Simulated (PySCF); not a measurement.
C₆ coefficients of unlike pairs at wB97M-V

Calculated with PySCF 2.14 from the dipole response of each species, C₆(A,B) = (3/π) ∫ α_A(iu) α_B(iu) du, in atomic units, from isotropic polarisabilities. For ions this is the dispersion term alone; charge-induced terms of lower order in 1/R come first.

| species | configuration | basis | relativity | α (bohr³) | C₆ (like pair) |
| --- | --- | --- | --- | --- | --- |
| Pb²⁺ | [Xe] 4f14 5d10 6s2 (1S) | aug-cc-pwCVTZ-PP with ECP60MDF (8s7p6d4f1g) | core potential | 14.30 | 98.83 |
| Cu²⁺ | [Ar] 3d9 (2D) | aug-cc-pVDZ-PP with ECP10MDF (5s5p4d2f) | core potential | 2.504 | 5.831 |
| S³⁺ | [Ne] 3s2 3p1 (2P) | aug-cc-pV(Q+d)Z (7s6p5d3f2g) | none | 5.395 | 14.33 |
| Cd⁺ | [Kr] 4d10 5s1 (2S) | def2-QZVPPD with the def2 core potential (28 electrons) (7s5p4d4f2g) | core potential | 26.15 | 154.8 |

Task: Estimate C₆ for Cu²⁺ with Pb²⁺.

Result: The integral gives 22.88. The combination rule 2 C_A C_B / (C_A α_B/α_A + C_B α_A/α_B) gives 22.77 and the geometric mean 24.01.

No spin-orbit coupling is included.

The other pairs:

| pair | C₆ |
| --- | --- |
| Cd⁺, S³⁺ | 45.44 |
| S³⁺, Pb²⁺ | 37.38 |
| Cd⁺, Cu²⁺ | 26.05 |
| S³⁺, Cu²⁺ | 8.401 |
| Cd⁺, Pb²⁺ | 119.3 |
